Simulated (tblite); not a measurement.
A tight-binding relaxation on `C#CB(CC)[S][GeH2][CH3]`.

Computed with GFN2-xTB geometry optimisation, gas phase (tblite 0.8.0). Start geometry: from a force field or distance geometry. The input is one job of a driver script: a line of settings, then coordinates in Å.

Command:
```bash
OMP_NUM_THREADS=1 python probes_run.py task.json out
```

Input:
```
{"job": {"kind": "relax", "xc": "GFN2-xTB", "basis": "xTB"}, "charge": 0, "multiplicity": 1}
C     -0.388300    -3.227700    -0.274800
C     -0.688300    -2.038400    -0.253400
B     -1.023300    -0.534800    -0.183900
C     -2.429400     0.004400    -0.753000
C     -3.022000     0.942500     0.297300
S      0.254500     0.733900     0.249300
Ge     2.320300     0.009100    -0.152700
C      3.511000     1.508000     0.232200
H     -0.138100    -4.255300    -0.290100
H     -2.249900     0.527900    -1.694700
H     -3.066100    -0.899400    -0.901900
H     -2.411000     1.883600     0.277600
H     -4.095500     1.142600     0.090400
H     -2.884300     0.438400     1.261600
H      2.516600    -0.420200    -1.617700
H      2.676400    -1.202700     0.766400
H      3.103400     2.444600    -0.240000
H      3.504100     1.678800     1.342900
H      4.500300     1.274200    -0.147800
```

Output:
```
step      E/eV     max force
  0    -616.76241    1.950
  1    -616.87398    3.406
  2    -616.98003    1.581
  3    -617.04866    0.548
  4    -617.08134    0.357
  5    -617.09366    0.301
  6    -617.10650    0.267
  7    -617.11629    0.253
  8    -617.12524    0.240
  9    -617.13260    0.205
... (172 lines left out)
182    -617.27490    0.017
183    -617.27496    0.023
184    -617.27504    0.027
185    -617.27511    0.026
186    -617.27516    0.015
187    -617.27519    0.013
188    -617.27522    0.013
189    -617.27524    0.018
190    -617.27526    0.014
191    -617.27527    0.007
```

«max force» is the largest atomic force in eV/Å.

**Question.** From which step on does the largest force stay under 0.1 eV/Å, and how much energy is left to gain from there?

**Answer.** From step 161 (0.041 eV/Å), 4.8 meV above the end.

Main results: energy lowered by 11.8 kcal/mol over 191 steps; largest atomic force 0.007 eV/Å at the end.

**Question.** Give the final coordinates.

**Answer.** 0.648 Å rms from the input after alignment:
```
atom  x, y, z in Å
C1     0.0499   -2.9300   -0.8788
C2    -0.4214   -1.8492   -0.6232
B3    -0.9682   -0.4854   -0.2868
C4    -2.5351   -0.2399   -0.2945
C5    -2.9993    1.1530    0.1318
S6     0.1589    0.8397    0.1164
Ge7    2.1849   -0.0690   -0.0590
C8     3.4733    1.3528    0.3925
H9     0.4371   -3.8820   -1.1054
H10   -2.9144   -0.4457   -1.3019
H11   -3.0164   -0.9872    0.3458
H12   -2.5717    1.9133   -0.5181
H13   -4.0840    1.2314    0.0870
H14   -2.6796    1.3658    1.1496
H15    2.4006   -0.5959   -1.4600
H16    2.3131   -1.2540    0.8716
H17    3.3955    2.1756   -0.3139
H18    3.2762    1.7433    1.3880
H19    4.4908    0.9727    0.3667
```

**Question.** Estimate the wall time. Hardware: Arm Neoverse N1, one thread, no GPU, shared host with 64 logical CPUs at a one-minute load of 51.

**Answer.** About 2.7 s.
Labels such as C1 count atoms from 1, the log's own numbers from 0.
